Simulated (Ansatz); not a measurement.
Species: H6S, net charge 0, singlet state. SMILES: [H][S@OH27]([H])([H])([H])([H])[H]
Geometry: optimised at B3LYP-D3(BJ)/def2-TZVP (Ansatz, a quantum-chemistry and plane-wave program).

Parts of the frozen-core correlation energy in STO-3G (Ansatz, hartree). Frozen orbitals: 5; correlated occupied orbitals by spin: 6 and 6; virtual: 4 and 4. Spin-orbit coupling is left out. No relativistic terms.

```tsv
term	value
reference (HF)	-396.11124
MP2 opposite-spin	-0.07629
MP2 same-spin	-0.00335
CCSD correlation	-0.11471
(T)	-0.00281
FCI minus CCSD(T)	-0.00134
T1 diagnostic	0.004
largest doubles amplitude	0.108
```
